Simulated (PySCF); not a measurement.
methylselanylethene (C3H6Se), SMILES C=C[Se]C. The structure is a stationary point at B3LYP-D3(BJ)/def2-SVP. The values are those of a single conformer.

Computed equilibrium geometry at B3LYP-D3(BJ)/def2-SVP (PySCF confirms it by a frequency run) as Cartesian coordinates in Å (one conformer of several):
```xyz
10

C      2.1782    -1.0065    -0.4088
C      0.9572    -0.9372     0.1303
Se    -0.2008     0.5700    -0.0200
C     -1.8883    -0.3793     0.2971
H      2.5850    -0.2104    -1.0396
H      2.8189    -1.8731    -0.2220
H      0.5655    -1.7493     0.7533
H     -2.0959    -1.0846    -0.5183
H     -2.6787     0.3826     0.3338
H     -1.8508    -0.9065     1.2605
```
Charge 0, spin multiplicity 1.
